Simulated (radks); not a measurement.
The numbers below are computed, except where a source is named.
Neutral technetium, [Kr] 4d5 5s2. Level of theory: non-relativistic Kohn-Sham, exchange-only PBE, spin-polarised, spherical densities, point nucleus (a radial shooting solver on a logarithmic mesh with Libxc functionals). Every spin shell is full or empty, so the densities are truly spherical. Functionals are evaluated on that one density, not self-consistently. Rank these orbital-free kinetic functionals by their error against the exact value of the orbitals, and give that value: Thomas-Fermi, von Weizsacker, TF + vW, TF + vW/9, TF + vW/5, LC94, APBEK, revAPBEK, Perdew 92, Thakkar, Pearson, LKT, PG1, DePristo-Kress.

Answer. Exact: 4204.26 hartree. From best to worst, with 100 (|E| - |E exact|)/|E exact| (equal figures are ties): DePristo-Kress -0.06, LC94 +0.08, APBEK +0.14, revAPBEK +0.34, Thakkar -0.51, Perdew 92 -0.67, TF + vW/9 -0.68, Pearson -0.96, TF + vW/5 +3.21, Thomas-Fermi -5.53, PG1 +16.04, LKT +20.36, TF + vW +38.17, von Weizsacker -56.30.
